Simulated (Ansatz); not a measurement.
Program: Ansatz. Geometries: PBE0-D4/def2-TZVP. ΔE: electronic, gas phase. CCSD(T)/CBS adds triple-zeta CCSD(T) − MP2 to the extrapolated MP2 energy (def2 sets, frozen cores). This one scheme is used for every species. DFT in def2-TZVPP. One conformer a species, not always the lowest.

Consider the cleavage of the Si–Si bond: `OB(F)[SiH2][SiH3]` + CH₃OH → `CO[SiH2]B(O)F` + SiH₄.

| level | ΔE (kJ/mol) |
| --- | --- |
| PBE0-D4 | -68.5 |
| r2SCAN | -80.2 |

Problem. What does CCSD(T)/CBS give? (Best estimate.)

Solution. Computed: -84.8 kJ/mol. The listed levels differ from it by 16.3, 4.6 kJ/mol.

Largest T1 diagnostic among the species: 0.014.

From PBE to PBE0 (25 % exact exchange), in def2-TZVPP and without D4, ΔE moves by −4.7 kJ/mol. In def2-TZVPP, CCSD(T) changes the Hartree–Fock value by +17.8 kJ/mol (the triples alone add +2.0 kJ/mol) and MP2 by +10.8 kJ/mol.
